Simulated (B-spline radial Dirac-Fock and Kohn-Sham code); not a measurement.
In the model described below, an M2 (3p1/2) vacancy in Te²⁻, configuration [Kr] 4d10 5s2 5p6, inside a Watson sphere of charge +2 and radius 1.878 Å (a model of the Madelung potential; inside it an electron's potential energy is lowered by 15.3 eV), lives for 0.14 fs, which corresponds to a natural width of 4.62 eV. Out of 1000 such holes, about 0.73 decay by emitting a photon, 895 by a Coster-Kronig transition that moves the hole within the M shell, and the rest by ordinary Auger emission. The strongest X-ray line is M2-N4 at 832.8 eV, with 55 % of the radiative rate. The strongest electron group is M2-M4N3 near 146 eV, with 21 % of the non-radiative rate. The Coster-Kronig yields by final subshell (the deeper hole where both stay in the shell) are M3 0.022, M4 0.635, M5 0.237. Independent-particle models tend to overestimate Coster-Kronig rates.

Level of theory: a relativistic independent-particle model: LDA orbitals of the hole state, radiative multipoles to third order, Auger rates from the Coulomb interaction with a continuum orbital, Dirac-Fock energies; a radial finite-basis atomic code.

Values without a named source are computed, but for edge energies of neutral atoms, which are taken from tables.
